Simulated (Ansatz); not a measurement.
Reaction (formal exchange of groups at the Sn–Cl bond): `[NH2][SnH]([OH])[Cl]` + CH₄ → `[CH3][SnH]([NH2])[OH]` + HCl

Computed with Ansatz on PBE0-D4/def2-TZVP structures; ΔE is electronic, products minus reactants. CCSD(T)/CBS is the MP2 limit (def2-TZVPP, def2-QZVPP) plus CCSD(T) − MP2 in def2-TZVPP, frozen cores. This one scheme is used for every species. DFT in def2-TZVPP. B3LYP here is the variant with VWN-RPA as its local correlation; programs differ in this. def2 core potentials past Kr. For Sn outer-core shells are correlated without core-valence functions, which leaves a few kJ/mol of doubt a bond. One conformer a species, not always the lowest.

Q: Is it downhill or uphill in electronic energy at CCSD(T)/CBS, and by how much? (Estimate.)

A: The calculation gave: Uphill: ΔE = +115.9 kJ/mol.

Q: What do these levels give: PBE-D4, r2SCAN-D4, PBE0-D4, B3LYP-D4, ωB97X-V, ωB97M-V, B2PLYP, B3LYP, SCS-MP2/def2-TZVPP, MP2/def2-QZVPP, HF/CBS(def2), CCSD/CBS(def2)? (Best estimate.)

A: Computed: PBE-D4 119.8, r2SCAN-D4 126.7, PBE0-D4 121.1, B3LYP-D4 124.6, ωB97X-V 121.2, ωB97M-V 119.9, B2PLYP 122.2, B3LYP 125.4, SCS-MP2/def2-TZVPP 115.3, MP2/def2-QZVPP 116.1, HF/CBS(def2) 137.2, CCSD/CBS(def2) 117.0 kJ/mol.

Largest T1 diagnostic among the species: 0.013.

In def2-TZVPP, CCSD(T) changes the Hartree–Fock value by −25.2 kJ/mol (the triples alone add −1.1 kJ/mol) and MP2 by −23.2 kJ/mol.
